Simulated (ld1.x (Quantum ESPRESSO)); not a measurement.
**Varying the TM potential for silver (Ag)**

Base potential:

silver (Ag), norm-conserving Troullier–Martins (Kleinman–Bylander form), made with ld1.x (Quantum ESPRESSO) 7.5 (LDA (PZ), scalar-relativistic). Core [Kr], reference 4d10 5s0 5p0 (charge +1). Waves: 5s (bound, empty): rc 2.50 bohr; 5p (bound, empty): rc 3.20 bohr; 4d (bound): rc 1.70 bohr. Local part: the d channel. Core correction: a·sin(br)/r model core inside 0.80 bohr.

Cutoffs, loose and tight: the cutoffs (Ry, on a coarse ladder) from which the occupation-weighted sum of valence levels, in a spherical-Bessel basis at the reference potential, stays within 10 and 1 mRy of its value at 400 Ry. They do not see the model core or the augmentation charge, which bear on the density cutoff. Test errors are all-electron minus pseudo excitation energies from the reference, over the configurations 4d10 5s1 5p0; 4d9 5s0 5p0; 4d8 5s0 5p0; 4d7 5s0 5p0; 4d10 5s0.5 5p0; 4d9 5s1 5p0; 4d9 5s1 5p1 (two spin-polarised tests are not counted in the largest error). A dash means not determined; rows that change the core or the reference have their own tests. The largest error is taken over the tests solved by every variant that gives reliable tests at all: 4d10 5s0.5 5p0; 4d10 5s1 5p0; 4d7 5s0 5p0; 4d8 5s0 5p0; 4d9 5s0 5p0; 4d9 5s1 5p0.

A true bound ghost makes a file unfit for plane-wave use even where its test errors are small: the radial tests pick states by their node count and pass the ghost by. Where a test does run into it, the solver fails or the error is huge.

```tsv
change	outcome	cutoff, loose	cutoff, tight	bound ghosts	largest test error (meV)
base	generated	70 Ry	100 Ry	s, p	-997
all radii but the core radius scaled by about 0.76 (s 1.90, p 2.44, d 1.30 bohr)	generated	80 Ry	90 Ry	s, p	-970
all radii but the core radius scaled by about 0.84 (s 2.10, p 2.68, d 1.42 bohr)	generated	70 Ry	110 Ry	s, p	-974
all radii but the core radius scaled by about 0.89 (s 2.24, p 2.86, d 1.52 bohr)	generated	70 Ry	110 Ry	s, p	-981
all radii but the core radius scaled by about 1.07 (s 2.68, p 3.42, d 1.82 bohr)	generated	60 Ry	90 Ry	s, p	-1013
all radii but the core radius scaled by about 1.15 (s 2.88, p 3.68, d 1.96 bohr)	generated	55 Ry	90 Ry	s, p	-1023
all radii but the core radius scaled by about 1.24 (s 3.10, p 3.96, d 2.10 bohr)	generated	50 Ry	80 Ry	s, p	-1011
all radii but the core radius scaled by about 1.30 (s 3.24, p 4.16, d 2.20 bohr)	generated	50 Ry	80 Ry	s, p	-979
all radii but the core radius scaled by about 1.37 (s 3.42, p 4.38, d 2.32 bohr)	generated	45 Ry	70 Ry	s, p	-914
```

Reading the sweep of the scale of all radii but the core radius (base = 1) (base included, trends over the rows without a ghost): Bound ghosts are found at 0.76, 0.84, 0.89, 1, 1.07, 1.15, 1.24, 1.3, 1.37. Every judged row has one, so this setting neither creates nor removes them.
